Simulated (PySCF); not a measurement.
C7H8OS.
Numbering: `[CH:1]#[C:2][C@@H:3]([C:4]#[C:5][CH3:6])[S@:7]([CH3:8])=[O:9]` (hydrogens: H10 on C1; H11 on C3; H12, H13, H14 on C6; H15, H16, H17 on C8)

Computed geometry: GFN2-xTB, gas phase.

Task: Give the optimised bond lengths and angles.

Result: 
```
                  bond  length (bohr)
                 C1≡C2          2.262
                 C2–C3          2.724
                 C3–C4          2.720
                 C4≡C5          2.268
                 C5–C6          2.731
                 C3–S7          3.615
                 S7–C8          3.496
                 S7=O9          2.757
                C1–H10          1.981
                C3–H11          2.067
C6–H12, C6–H13, C6–H14          2.059
C8–H15, C8–H16, C8–H17          2.050
```

Bonds in one row agree within 0.02 bohr and their mean is given. A selection of angles:
```
   angle  degrees
C1–C2–C3    178.7
C2–C3–C4    111.6
C2–C3–S7    107.1
C4–C3–S7    109.4
C3–C4–C5    177.8
C4–C5–C6    178.9
C3–S7–C8     94.0
C3–S7–O9    105.2
C8–S7–O9    105.5
```

Dihedral angles: C2–C3–S7–C8 176° (antiperiplanar).

Of the pairs four or more bonds apart, C4···H17 is among the closest relative to their van der Waals radii: 2.59 Å, 89 % of the sum of Bondi's values. The 2 C–S bonds span 1.850 Å (S7–C8, drawn single) to 1.913 Å (C3–S7, drawn single), a spread of 0.063 Å. The 5 C–C bonds span 1.197 Å (C1≡C2, drawn triple) to 1.445 Å (C5–C6, drawn single), a spread of 0.248 Å. S7 (sulfinyl sulfur) is pyramidal (angles 105.5°, 105.2° and 94.0°, sum 304.7°, 0.75 Å off the plane of its three neighbours).

Point group: C1 (no symmetry element, even within 0.4 Å). Not checked by GFN2-xTB frequencies. The numbers are those of one conformer.
